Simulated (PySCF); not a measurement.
Computed properties of C2H6Ge, SMILES C=[CH][GeH3]

Ge(H)3(vinyl) (C2H6Ge), SMILES [CH](=C)[GeH3]. The structure is a stationary point at r2SCAN-D4/def2-SVP. One conformer was computed; it need not be the lowest. All values are computed for the isolated molecule unless a solvent is named; none is compared with measurement here.

**Structure.** The optimised structure has Cs symmetry. All 21 harmonic modes at r2SCAN-D4/def2-SVP (PySCF) are real, so it is a minimum. With heavy atoms numbered as in [GeH3:1][CH:2]=[CH2:3], the shortest bond between them is C2–C3 at 1.340 Å and the longest Ge1–C2 at 1.939 Å.

**Vibrations.** The strongest infrared lines (harmonic, unscaled, degenerate partners summed) lie at 836 cm⁻¹ (160 km/mol, H 97 %), 2142 cm⁻¹ (131 km/mol, H 98 %), 2157 cm⁻¹ (115 km/mol, H 98 %). The softest mode is at 124 cm⁻¹ and the zero-point energy is 40.7 kcal/mol.

**Electronic structure.** PBE0/def2-TZVPD (PySCF) places the frontier levels at -7.89 and -0.41 eV, a gap of 7.48 eV, and gives a dipole moment of 0.57 D and a mean polarisability of 59.0 bohr³.

**Excitations.** TDDFT-B3LYP/def2-SVPD (PySCF) has S1 at 6.63 eV (187 nm, f = 0.002, dark); the most intense of the 10 singlets computed lies at 7.09 eV (f = 0.38). T1 (TDA) is at 4.29 eV. No vertical singlet excitation falls in the visible range (under 3.1 eV).

**NMR.** GIAO shifts at PBE0/pcSseg-1 (PySCF) (non-relativistic, atoms alike by connectivity averaged): ¹³C from 142.2 to 146.8 ppm against TMS; ¹H from 4.4 to 6.7 ppm against TMS.
